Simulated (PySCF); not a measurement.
## Correlation energy of Bi(71+) (bismuth, charge +71)

Starting occupation: [Ne] 3s2. Calculation: PySCF 2.14, in an uncontracted even-tempered set (17 s from 9.2 bohr⁻², ratio 2.6; 14 p from 12 bohr⁻², ratio 2.6; 6 d from 12 bohr⁻², ratio 2.8; 4 f from 160 bohr⁻², ratio 2.8); X2C-1e with screened-nucleus spin-orbit coupling, Gaussian nucleus. Frozen: 1s2; 10 electrons correlated; the 46 highest virtual spinors left out.

MP2 pair energies summed by pair of shells (mhartree):

```tsv
pair	energy	share (%)
3s1/2-3s1/2	-119.27	23.0
2p1/2-2p3/2	-107.42	20.7
2p3/2-2p3/2	-100.57	19.4
2p3/2-3s1/2	-50.37	9.7
2p3/2-2s1/2	-45.38	8.8
2p1/2-2p1/2	-25.82	5.0
2p1/2-2s1/2	-25.40	4.9
2p1/2-3s1/2	-20.69	4.0
2s1/2-2s1/2	-12.52	2.4
2s1/2-3s1/2	-10.38	2.0
```

Total MP2 correlation energy: -517.83 mhartree.

The virtual space was cut to 56 spinors, which keep -453.70 of the -517.83 mhartree of MP2 correlation.

```tsv
level	correlation energy (mhartree)
CCSD	-487.94
```

Diagnostics: T1 = 7.0e-05, largest double amplitude 0.078.

Cost of the coupled-cluster step: of the order of 18 core-seconds, for 10 occupied and 56 virtual spinors.

Iterations:

```
Init t2, MP2 energy = -0.453695561159976
CCSD nocc = 10, nmo = 66
Init t2, MP2 energy = -0.453695561159976
Init E_corr(GCCSD) = -0.453695561159976
cycle = 1  E_corr(GCCSD) = -0.476419495346812  dE = -0.0227239342  norm(t1,t2) = 0.0172329
cycle = 2  E_corr(GCCSD) = -0.483636757381446  dE = -0.00721726203  norm(t1,t2) = 0.00652639
cycle = 3  E_corr(GCCSD) = -0.487955769825845  dE = -0.00431901244  norm(t1,t2) = 0.00251409
cycle = 4  E_corr(GCCSD) = -0.487942184858505  dE = 1.35849673e-05  norm(t1,t2) = 1.3886e-05
cycle = 5  E_corr(GCCSD) = -0.487942601757521  dE = -4.16899015e-07  norm(t1,t2) = 3.17928e-07
cycle = 6  E_corr(GCCSD) = -0.487942572928727  dE = 2.88287939e-08  norm(t1,t2) = 2.75881e-08
cycle = 7  E_corr(GCCSD) = -0.487942564720354  dE = 8.20837254e-09  norm(t1,t2) = 1.22014e-08
GCCSD converged
E(GCCSD) = -15008.07206815238  E_corr = -0.4879425647203542
```

The coupled-cluster values are those of the cut space; adding the MP2 remainder, -64.13 mhartree, estimates the full space.

At this charge the one-electron X2C treatment keeps the bare 1/r₁₂, with no two-electron picture change or Breit term. The effect here is smaller than on the frozen 1s shell.
